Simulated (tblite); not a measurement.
Species: C7H15BO2.
Atom-mapped SMILES: `[CH3:1]/[CH:2]=[C:3](\[B:4]([OH:5])[OH:6])[C:7]([CH3:8])([CH3:9])[CH3:10]` (hydrogens: H11, H12, H13 on C1; H14 on C2; H15 on O5; H16 on O6; H17, H18, H19 on C8; H20, H21, H22 on C9; H23, H24, H25 on C10)

Computed with GFN2-xTB (tblite), gas phase: L-BFGS steps from a force-field or distance-geometry start until the largest atomic force falls under 0.01 eV/Å.

Step 2: E = -871.6241 eV
```
atom  x, y, z in Å  |  force x, y, z in eV/Å
C1      2.6385    0.8334   -1.0185   -0.133   0.004   0.088
C2      1.1880    0.9322   -0.6451   -0.596  -0.172   0.229
C3      0.4722    0.0146    0.0384    0.171   0.041  -0.076
B4      1.1921   -1.3791    0.4828   -0.625   1.013  -0.188
O5      2.4997   -1.3855    0.9008   -0.220  -0.175  -0.091
O6      0.4845   -2.5532    0.4316    0.126  -0.055  -0.135
C7     -1.0448    0.2066    0.3070   -0.034  -0.015  -0.182
C8     -1.4768    1.6956    0.2970    0.252  -0.348   0.026
C9     -1.8347   -0.5311   -0.8117    0.313   0.083   0.447
C10    -1.4479   -0.3731    1.6882   -0.042  -0.024  -0.515
H11     2.8279   -0.0903   -1.5619    0.107  -0.002   0.112
H12     3.2601    0.8505   -0.1233   -0.012  -0.119  -0.092
H13     2.9294    1.6720   -1.6457   -0.034   0.015  -0.035
H14     0.7125    1.8423   -1.0130    0.018  -0.227   0.170
H15     2.5774   -1.2335    1.8289    0.326   0.079   0.345
H16     0.5633   -2.9864   -0.4074   -0.116  -0.328  -0.066
H17    -0.8428    2.2757    0.9639    0.004   0.000  -0.036
H18    -2.5038    1.7901    0.6347   -0.068  -0.095   0.081
H19    -1.4372    2.1238   -0.6984    0.124  -0.014  -0.086
H20    -2.9000   -0.3907   -0.6653   -0.097   0.056   0.032
H21    -1.6295   -1.5992   -0.7892    0.065   0.062   0.046
H22    -1.5613   -0.1437   -1.7875    0.050   0.045  -0.044
H23    -0.8376    0.0620    2.4671    0.110   0.086   0.138
H24    -2.4956   -0.1552    1.9004    0.094   0.097  -0.070
H25    -1.3442   -1.4535    1.7182    0.216  -0.005  -0.096
```

Step 3: E = -871.6621 eV
```
atom  x, y, z in Å  |  force x, y, z in eV/Å
C1      2.6352    0.8339   -1.0173   -0.211  -0.001   0.071
C2      1.1800    0.9286   -0.6412   -0.095   0.106  -0.053
C3      0.4731    0.0147    0.0369   -0.200  -0.109   0.138
B4      1.1839   -1.3670    0.4818   -0.504   0.745  -0.165
O5      2.4883   -1.3880    0.9005   -0.063  -0.072   0.200
O6      0.4913   -2.5480    0.4270    0.000  -0.094  -0.117
C7     -1.0452    0.2068    0.3056    0.078  -0.038  -0.133
C8     -1.4735    1.6905    0.2970    0.107  -0.183  -0.025
C9     -1.8306   -0.5295   -0.8056    0.140   0.083   0.180
C10    -1.4478   -0.3732    1.6811    0.084   0.029  -0.250
H11     2.8298   -0.0885   -1.5585    0.076  -0.046   0.073
H12     3.2591    0.8479   -0.1267    0.010  -0.092  -0.004
H13     2.9288    1.6709   -1.6455   -0.069   0.024  -0.024
H14     0.7126    1.8383   -1.0099   -0.057  -0.142   0.137
H15     2.5834   -1.2329    1.8315    0.284   0.055   0.082
H16     0.5609   -2.9917   -0.4064   -0.106  -0.306  -0.089
H17    -0.8440    2.2746    0.9619    0.057   0.011   0.011
H18    -2.5022    1.7881    0.6355   -0.022  -0.108   0.056
H19    -1.4349    2.1229   -0.6980    0.117  -0.038  -0.067
H20    -2.8993   -0.3900   -0.6651   -0.032   0.050   0.047
H21    -1.6285   -1.5968   -0.7884    0.086   0.011   0.070
H22    -1.5611   -0.1439   -1.7864    0.046   0.029   0.024
H23    -0.8381    0.0620    2.4667    0.059   0.048   0.035
H24    -2.4918   -0.1537    1.8987    0.015   0.090  -0.081
H25    -1.3403   -1.4518    1.7164    0.200  -0.051  -0.116
```

Step 4: E = -871.6999 eV
```
atom  x, y, z in Å  |  force x, y, z in eV/Å
C1      2.6248    0.8348   -1.0144   -0.041  -0.025  -0.007
C2      1.1713    0.9265   -0.6384    0.122   0.008  -0.038
C3      0.4663    0.0120    0.0391   -0.240   0.277   0.011
B4      1.1629   -1.3374    0.4778   -0.009  -0.135   0.061
O5      2.4691   -1.3920    0.9084   -0.126   0.050   0.068
O6      0.5018   -2.5409    0.4165   -0.136   0.002  -0.102
C7     -1.0429    0.2062    0.3018    0.075   0.007   0.012
C8     -1.4682    1.6811    0.2959   -0.051   0.137  -0.041
C9     -1.8237   -0.5254   -0.7960   -0.137  -0.050  -0.215
C10    -1.4442   -0.3721    1.6686    0.121   0.004   0.167
H11     2.8342   -0.0865   -1.5517   -0.004  -0.075   0.031
H12     3.2576    0.8421   -0.1315   -0.011  -0.037   0.087
H13     2.9261    1.6695   -1.6454   -0.129   0.008   0.016
H14     0.7105    1.8306   -1.0029   -0.193   0.081   0.033
H15     2.5980   -1.2315    1.8327    0.228   0.110   0.123
H16     0.5550   -3.0056   -0.4058   -0.080  -0.230  -0.106
H17    -0.8445    2.2729    0.9592    0.094  -0.012   0.040
H18    -2.4988    1.7824    0.6373    0.048  -0.126   0.004
H19    -1.4290    2.1202   -0.6978    0.089  -0.066  -0.048
H20    -2.8974   -0.3881   -0.6637    0.061   0.044   0.075
H21    -1.6250   -1.5931   -0.7855    0.096  -0.014   0.096
H22    -1.5600   -0.1440   -1.7827    0.052   0.027   0.067
H23    -0.8388    0.0619    2.4649    0.028   0.019  -0.082
H24    -2.4857   -0.1495    1.8941   -0.017   0.046  -0.115
H25    -1.3303   -1.4502    1.7110    0.159  -0.048  -0.138
```

Step 5: E = -871.7097 eV
```
atom  x, y, z in Å  |  force x, y, z in eV/Å
C1      2.6219    0.8347   -1.0138    0.028  -0.042   0.004
C2      1.1704    0.9256   -0.6378    0.081   0.104  -0.074
C3      0.4617    0.0157    0.0393   -0.127   0.163   0.037
B4      1.1582   -1.3330    0.4782    0.001  -0.180   0.058
O5      2.4613   -1.3923    0.9104   -0.030   0.084   0.236
O6      0.5031   -2.5381    0.4124   -0.183  -0.082  -0.189
C7     -1.0415    0.2063    0.3013   -0.028   0.049   0.013
C8     -1.4675    1.6809    0.2951   -0.031   0.127  -0.015
C9     -1.8240   -0.5252   -0.7966   -0.088  -0.055  -0.140
C10    -1.4417   -0.3719    1.6679    0.062  -0.020   0.121
H11     2.8352   -0.0868   -1.5494   -0.024  -0.080   0.016
H12     3.2569    0.8401   -0.1318   -0.025  -0.019   0.086
H13     2.9236    1.6691   -1.6450   -0.131   0.008   0.019
H14     0.7073    1.8298   -1.0006   -0.168   0.083   0.019
H15     2.6049   -1.2296    1.8353    0.185   0.101  -0.040
H16     0.5524   -3.0123   -0.4071   -0.077  -0.158  -0.020
H17    -0.8435    2.2721    0.9588    0.088  -0.011   0.037
H18    -2.4971    1.7792    0.6378    0.021  -0.104  -0.001
H19    -1.4262    2.1186   -0.6982    0.073  -0.050  -0.063
H20    -2.8959   -0.3870   -0.6624    0.021   0.040   0.071
H21    -1.6229   -1.5921   -0.7834    0.085  -0.026   0.083
H22    -1.5590   -0.1437   -1.7807    0.058   0.040   0.009
H23    -0.8388    0.0621    2.4631    0.067   0.041  -0.036
H24    -2.4841   -0.1479    1.8913   -0.002   0.021  -0.108
H25    -1.3255   -1.4501    1.7077    0.142  -0.035  -0.124
```

Task: Estimate the geometry and energy of step 6. (The exact step hangs on the optimiser's Hessian estimate; all steps are aligned on step 5, rigid shifts and turns removed.)

Result: E = -871.7307 eV, largest force 0.287 eV/Å
```
atom  x, y, z in Å  |  force x, y, z in eV/Å
C1      2.6168    0.8329   -1.0120    0.100  -0.036   0.017
C2      1.1677    0.9274   -0.6382   -0.056   0.137  -0.038
C3      0.4499    0.0275    0.0408    0.234  -0.111   0.030
B4      1.1458   -1.3253    0.4799    0.060  -0.274   0.063
O5      2.4435   -1.3911    0.9224   -0.005   0.053   0.249
O6      0.5005   -2.5355    0.3966   -0.203  -0.035  -0.175
C7     -1.0407    0.2085    0.2997   -0.206   0.098   0.032
C8     -1.4657    1.6824    0.2934    0.002   0.064   0.024
C9     -1.8253   -0.5263   -0.7994    0.048   0.005   0.067
C10    -1.4355   -0.3725    1.6674   -0.042  -0.015  -0.027
H11     2.8369   -0.0898   -1.5436   -0.069  -0.066  -0.009
H12     3.2544    0.8350   -0.1302   -0.056   0.025   0.069
H13     2.9141    1.6686   -1.6438   -0.094  -0.010   0.026
H14     0.6958    1.8295   -0.9947   -0.086   0.120  -0.038
H15     2.6261   -1.2220    1.8399    0.105   0.137  -0.109
H16     0.5441   -3.0321   -0.4099   -0.042  -0.089  -0.012
H17    -0.8389    2.2702    0.9590    0.049  -0.007   0.014
H18    -2.4932    1.7691    0.6390   -0.032  -0.015  -0.019
H19    -1.4178    2.1137   -0.7017    0.022  -0.007  -0.053
H20    -2.8928   -0.3833   -0.6572   -0.055   0.011   0.036
H21    -1.6155   -1.5906   -0.7765    0.044  -0.039   0.041
H22    -1.5549   -0.1416   -1.7771    0.045   0.039  -0.094
H23    -0.8358    0.0643    2.4593    0.112   0.060   0.034
H24    -2.4800   -0.1437    1.8817    0.038  -0.060  -0.059
H25    -1.3104   -1.4510    1.6967    0.088   0.014  -0.071
```

The energy changes by -0.0210 eV. The first-order estimate −F·Δx gives -0.0320 eV and the mean of the old and new forces, exact on a quadratic surface, -0.0210 eV. The step makes an angle of 45° with the force vector and moves no atom by more than 0.023 Å.

The cost below is that of the whole relaxation. Hardware: Arm Neoverse N1, one thread, shared host with 64 logical CPUs at a one-minute load of 56. Cost: 2.0 s.
